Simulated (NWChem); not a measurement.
Molecule: C₄H₄ClF; SMILES C=C/C(Cl)=C\F

```xyz
10

C     -1.9655     1.2423     0.0000
C     -1.3184     0.0704     0.0000
C      0.1251    -0.1203     0.0000
Cl     1.1797     1.2871     0.0000
C      0.7239    -1.3198     0.0000
F     -0.0030    -2.4518     0.0000
H     -3.0502     1.2737     0.0000
H     -1.4421     2.1929     0.0000
H     -1.8801    -0.8607     0.0000
H      1.7936    -1.4920     0.0000
```
Atoms are numbered in this order, from 1.

Computed with NWChem. Pople sets run with spherical d functions. STO-3G and 3-21G are far too small for this property and stand as cheap habits. Geometry: optimised at B3LYP/6-31G* (spherical d). Field at 589 nm.

| level | isotropic polarisability (bohr³) | anisotropy (bohr³) | relative time |
|---|---|---|---|
| B3LYP/STO-3G | 33.1 | 46.8 | 1 |
| B3LYP/6-31G* | 56.1 | 58.5 | 5 |
| B3LYP/def2-SVP | 57.7 | 56.9 | 5 |

Relative times are rough (shared machine, one core).
